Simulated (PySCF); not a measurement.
HAl, singlet, geometry from GFN2-xTB (such geometries of metal compounds can be far from the true shape); PySCF with DF-CAMB3LYP/aug-cc-pVDZ.

The PySCF input:
```python
from pyscf import gto, scf, dft

mol = gto.M(
    atom='''
Al   -0.000000   -0.000000   -0.115220
H     0.000000    0.000000    1.497855
''',
    basis='aug-cc-pvdz',
    charge=0,
    spin=0,
    verbose=4,
)

mf = dft.RKS(mol)
mf.xc = 'camb3lyp'
mf = mf.density_fit(auxbasis='def2-universal-jkfit')
mf.kernel()
```

The log (banner, timings and long lists left out):

```
PySCF version 2.14.0

[INPUT] verbose = 4
[INPUT] num. atoms = 2
[INPUT] num. electrons = 14
[INPUT] charge = 0
[INPUT] spin (= nelec alpha-beta = 2S) = 0
[INPUT] symmetry False subgroup None
[INPUT] Mole.unit = angstrom
[INPUT] Symbol           X                Y                Z      unit          X                Y                Z       unit  Magmom
[INPUT]  1 Al     0.000000000000   0.000000000000  -0.115220000000 AA    0.000000000000   0.000000000000  -0.217734244072 Bohr   0.0
[INPUT]  2 H      0.000000000000   0.000000000000   1.497855000000 AA    0.000000000000   0.000000000000   2.830535724310 Bohr   0.0

nuclear repulsion = 4.26471412796057
number of shells = 13
number of NR pGTOs = 61
number of NR cGTOs = 36
basis = aug-cc-pvdz
ecp = {}

******** <class 'pyscf.df.df_jk.DFRKS'> ********
method = DFRKS
initial guess = minao
damping factor = 0
level_shift factor = 0
DIIS = <class 'pyscf.scf.diis.CDIIS'>
diis_start_cycle = 1
diis_space = 8
diis_damp = 0
SCF conv_tol = 1e-09
SCF conv_tol_grad = None
SCF max_cycles = 50
direct_scf = False
XC library pyscf.dft.libxc version 7.1.2
    S. Lehtola, C. Steigemann, M. J. T. Oliveira, and M. A. L. Marques,  SoftwareX 7, 1–5 (2018)
XC functionals = camb3lyp
    T. Yanai, D. P. Tew, and N. C. Handy,  Chem. Phys. Lett. 393, 51 (2004)
radial grids:
    Treutler-Ahlrichs [JCP 102, 346 (1995); DOI:10.1063/1.469408] (M4) radial grids

becke partition: Becke, JCP 88, 2547 (1988); DOI:10.1063/1.454033
pruning grids: <function nwchem_prune>
grids dens level: 3
symmetrized grids: False
atomic radii adjust function: <function treutler_atomic_radii_adjust>
small_rho_cutoff = 0
Set gradient conv threshold to 3.16228e-05
Initial guess from minao.
tot grids = 28992
******** <class 'pyscf.df.df.DF'> ********
auxbasis = def2-universal-jkfit
Create RSH-DF object <pyscf.df.df.DF object> for omega=0.33
******** <class 'pyscf.df.df.DF'> ********
auxbasis = auxmol.basis = def2-universal-jkfit
init E= -242.81609399705
  HOMO = -0.19852299476087  LUMO = -0.0502109145046017  gap/eV = 4.03578
cycle= 1 E= -242.965896195566  delta_E= -0.15  |g|= 0.126  |ddm|= 0.812
  HOMO = -0.254475559121848  LUMO = -0.0379293278982811  gap/eV = 5.89252
cycle= 2 E= -242.973824653046  delta_E= -0.00793  |g|= 0.0302  |ddm|= 0.393
  HOMO = -0.256387426619859  LUMO = -0.0329267694841707  gap/eV = 6.08067
cycle= 3 E= -242.974310203161  delta_E= -0.000486  |g|= 0.00333  |ddm|= 0.0577
  HOMO = -0.256711809373654  LUMO = -0.032857990474465  gap/eV = 6.09137
cycle= 4 E= -242.974320135566  delta_E= -9.93e-06  |g|= 0.000373  |ddm|= 0.0256
  HOMO = -0.256726170143824  LUMO = -0.0329267548328045  gap/eV = 6.08989
cycle= 5 E= -242.974320315373  delta_E= -1.8e-07  |g|= 5.22e-05  |ddm|= 0.00337
  HOMO = -0.256721038495003  LUMO = -0.0329273707345272  gap/eV = 6.08974
cycle= 6 E= -242.974320320838  delta_E= -5.46e-09  |g|= 7.13e-06  |ddm|= 0.000334
  HOMO = -0.256722643888486  LUMO = -0.0329284273813002  gap/eV = 6.08975
cycle= 7 E= -242.974320320938  delta_E= -1e-10  |g|= 4.45e-07  |ddm|= 4.98e-05
  HOMO = -0.25672256914084  LUMO = -0.0329284414663403  gap/eV = 6.08975
Extra cycle  E= -242.974320320938  delta_E= -2.27e-13  |g|= 1.14e-07  |ddm|= 5.03e-06
converged SCF energy = -242.974320320938
```
